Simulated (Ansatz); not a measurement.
A further run on B4O11H10, a hydroxylated oxide cluster.

```yaml
crystal:
  periodic: [false, false, false]
  atoms:
    - {symbol: B, position_ang: [-1.821179, -0.793198, 0.194467]}
    - {symbol: B, position_ang: [0.357144, -1.791086, -0.390076]}
    - {symbol: B, position_ang: [-0.016167, 1.584083, -1.802271]}
    - {symbol: B, position_ang: [1.172176, 0.595280, 1.603124]}
    - {symbol: O, position_ang: [0.341842, -2.731921, 0.620167]}
    - {symbol: O, position_ang: [-2.246964, -1.920656, 0.884871]}
    - {symbol: O, position_ang: [-0.714392, -0.949173, -0.638674]}
    - {symbol: O, position_ang: [-2.431457, 0.403242, 0.346709]}
    - {symbol: O, position_ang: [1.535291, -1.589076, -1.067174]}
    - {symbol: O, position_ang: [1.289772, 1.115159, -1.831527]}
    - {symbol: O, position_ang: [-0.615781, 2.153995, -0.687922]}
    - {symbol: O, position_ang: [-0.791642, 1.513209, -2.925857]}
    - {symbol: O, position_ang: [2.191233, 0.487297, 0.676245]}
    - {symbol: O, position_ang: [0.706851, 1.889641, 1.791456]}
    - {symbol: O, position_ang: [0.576199, -0.427233, 2.285626]}
    - {symbol: H, position_ang: [-0.586525, -2.811713, 0.948018]}
    - {symbol: H, position_ang: [-2.979178, -1.710917, 1.492140]}
    - {symbol: H, position_ang: [-1.928211, 1.126588, -0.121041]}
    - {symbol: H, position_ang: [1.446285, -0.786765, -1.641692]}
    - {symbol: H, position_ang: [1.743572, 1.179895, -0.954797]}
    - {symbol: H, position_ang: [-0.039826, 2.239549, 0.108656]}
    - {symbol: H, position_ang: [-0.306424, 1.091315, -3.655439]}
    - {symbol: H, position_ang: [2.348131, -0.430738, 0.357025]}
    - {symbol: H, position_ang: [-0.017073, 1.896398, 2.444846]}
    - {symbol: H, position_ang: [0.786315, -1.333167, 1.963130]}
basis:
  gaussian: {orbitals: 6-31G, nuclear_model: gaussian}
hamiltonian: {xc: {name: rPW86-PBE}}
accuracy: high
scf: {omitted_lower_state_checks: [starts]}
output: {forces: true}
```

```sh
$ ansatz run in.yaml --threads 4 --pin off --events-out ev --progress --plain --max-ram 6963MiB
```

Shortened log:

```
Functional definition: rPW86-PBE
3986 factors; integrals over basis functions are off by at most 1.1e-8 eV
mean field evaluation 1: about -25401.6354 eV, gradient 1.5e2 eV
mean field evaluation 2: about -25315.1500 eV, gradient 2.6e2 eV
mean field evaluation 4: about -25441.4388 eV, gradient 1.7e1 eV
mean field evaluation 8: about -25441.8526 eV, gradient 8.5e-1 eV
mean field evaluation 16: about -25441.8539 eV, gradient 2.7e-4 eV
mean field -25441.85391079 eV, -934.9708861136 hartree, gradient 4.4e-8 eV, S^2 0.000000; 0 other end points of the search recorded, 0 dependent functions left out
reference -25441.85392488 eV, -934.9708866313 hartree; 59, 59 occupied and 96, 96 virtual orbitals, 3986 factors
Total energy: -25441.85392488 eV, -934.9708866313 hartree
Atom 0 at    -1.821179    -0.793198     0.194467 Å, force    -0.363124     0.005204    -0.196152 eV/Å
Atom 1 at     0.357144    -1.791086    -0.390076 Å, force     0.431819    -0.481530    -0.354737 eV/Å
Atom 2 at    -0.016167     1.584083    -1.802271 Å, force    -0.523022     0.268597    -0.308510 eV/Å
Atom 3 at     1.172176     0.595280     1.603124 Å, force     0.313316     0.565596     0.151156 eV/Å
Atom 4 at     0.341842    -2.731921     0.620167 Å, force     0.119442    -0.208141     0.448848 eV/Å
Atom 5 at    -2.246964    -1.920656     0.884871 Å, force     0.065600    -0.402061     0.226632 eV/Å
Atom 6 at    -0.714392    -0.949173    -0.638674 Å, force     0.016491     0.317347    -0.364783 eV/Å
Atom 7 at    -2.431457     0.403242     0.346709 Å, force    -0.214497     0.282128     0.163944 eV/Å
Atom 8 at     1.535291    -1.589076    -1.067174 Å, force     0.430535     0.097506    -0.050065 eV/Å
Atom 9 at     1.289772     1.115159    -1.831527 Å, force     0.456192    -0.336628    -0.047383 eV/Å
Atom 10 at    -0.615781     2.153995    -0.687922 Å, force    -0.277622    -0.029823     0.463468 eV/Å
Atom 11 at    -0.791642     1.513209    -2.925857 Å, force    -0.315520     0.017345    -0.311893 eV/Å
Atom 12 at     2.191233     0.487297     0.676245 Å, force     0.233707    -0.004426    -0.469545 eV/Å
Atom 13 at     0.706851     1.889641     1.791456 Å, force    -0.213878     0.375631    -0.129531 eV/Å
Atom 14 at     0.576199    -0.427233     2.285626 Å, force    -0.295176    -0.363016     0.280998 eV/Å
Atom 15 at    -0.586525    -2.811713     0.948018 Å, force    -0.508391    -0.470134     0.431825 eV/Å
Atom 16 at    -2.979178    -1.710917     1.492140 Å, force    -0.382727    -0.204618     0.348039 eV/Å
Atom 17 at    -1.928211     1.126588    -0.121041 Å, force    -0.100169     0.731752    -0.220978 eV/Å
Atom 18 at     1.446285    -0.786765    -1.641692 Å, force     0.298920     0.341425    -0.598184 eV/Å
Atom 19 at     1.743572     1.179895    -0.954797 Å, force     0.656239     0.037482     0.310566 eV/Å
Atom 20 at    -0.039826     2.239549     0.108656 Å, force     0.096268     0.364721     0.581319 eV/Å
Atom 21 at    -0.306424     1.091315    -3.655439 Å, force     0.007617    -0.197365    -0.631169 eV/Å
Atom 22 at     2.348131    -0.430738     0.357025 Å, force     0.488550    -0.390995    -0.324097 eV/Å
Atom 23 at    -0.017073     1.896398     2.444846 Å, force    -0.368964     0.348809     0.385203 eV/Å
Atom 24 at     0.786315    -1.333167     1.963130 Å, force    -0.051603    -0.664806     0.215029 eV/Å
Dipole moment:    -0.116454    -0.185501     0.445420 e Å
Checks for a lower state left out: starts
```

It took 35 s on 4 threads of Arm Neoverse V2 on a shared host, peak host memory 1.1 GiB.
